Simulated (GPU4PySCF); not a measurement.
C26H14S2, SMILES c1cc2c(cc1)cc1sc3c(cc4sc5cc6ccccc6cc5c4c3)c1c2.

Geometry: ωB97X-D3(BJ)/def2-SVP.

The numbers are results of PBE/def2-SVP run with GPU4PySCF, not measurements.

The molecule is in vacuum.

```json
{
  "total_energy": "-1793.11668 hartree",
  "point_group": "C2h",
  "highest_occupied_level": "-4.86 eV",
  "lowest_empty_level": "-2.63 eV",
  "orbital_gap": "2.23 eV",
  "dipole_moment": "0.00 D",
  "quadrupole, principal values (traceless, Buckingham form, about the centre of nuclear charge)": "-30.26, 5.57, 24.69 D·Å",
  "mean_static_polarisability": "408.1 bohr³ (60.48 Å³)",
  "polarisability_principal_values": "119.0, 313.3, 792.0 bohr³"
}
```
